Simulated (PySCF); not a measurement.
## Correlation energy of Yb²⁺ (ytterbium, charge +2)

[Xe] 4f13 5d1, one real determinant (an excited configuration). All numbers are calculated (PySCF 2.14, the spin-free X2C one-electron Hamiltonian (Gaussian nucleus), in cc-pVTZ-X2C (10s9p7d5f3g1h, 145 functions)). Frozen: [Ar] 3d10; 40 electrons correlated.

MP2 pair energies summed by pair of shells (mhartree):

| pair | energy | share (%) |
| --- | --- | --- |
| 4f-4f | -640.36 | 30.9 |
| 4d-4f | -394.01 | 19.0 |
| 4f-5p | -288.63 | 13.9 |
| 5p-5p | -118.96 | 5.7 |
| 4p-4f | -113.68 | 5.5 |
| 4d-4d | -106.54 | 5.1 |
| 4f-5s | -72.82 | 3.5 |
| 4p-4d | -68.60 | 3.3 |
| 4d-5p | -56.16 | 2.7 |
| 5s-5p | -35.60 | 1.7 |
| 5p-5d | -26.76 | 1.3 |
| 4s-4f | -26.71 | 1.3 |
| 4d-5s | -23.99 | 1.2 |
| 4f-5d | -21.19 | 1.0 |
| 4s-4d | -17.90 | 0.9 |
| 4p-4p | -17.72 | 0.9 |
| 4p-5p | -10.48 | 0.5 |
| 4s-4p | -8.84 | 0.4 |
| 5s-5s | -6.67 | 0.3 |
| 4p-5s | -5.33 | 0.3 |
| 5s-5d | -3.52 | 0.2 |
| 4d-5d | -2.99 | 0.1 |
| 4s-4s | -1.67 | 0.1 |
| 4s-5p | -1.62 | 0.1 |
| 4s-5s | -0.67 | 0.0 |
| 4p-5d | -0.51 | 0.0 |
| 4s-5d | -0.10 | 0.0 |

Total MP2 correlation energy: -2072.0 mhartree.

Same-spin part -783.92 and opposite-spin part -1288.1 mhartree; SCS-MP2 scales them by 1/3 and 6/5 to -1807.0 mhartree.

The reference is one real determinant that mixes LS terms of this configuration.

This basis was not built for core-valence correlation, so the inner-shell part is incomplete.
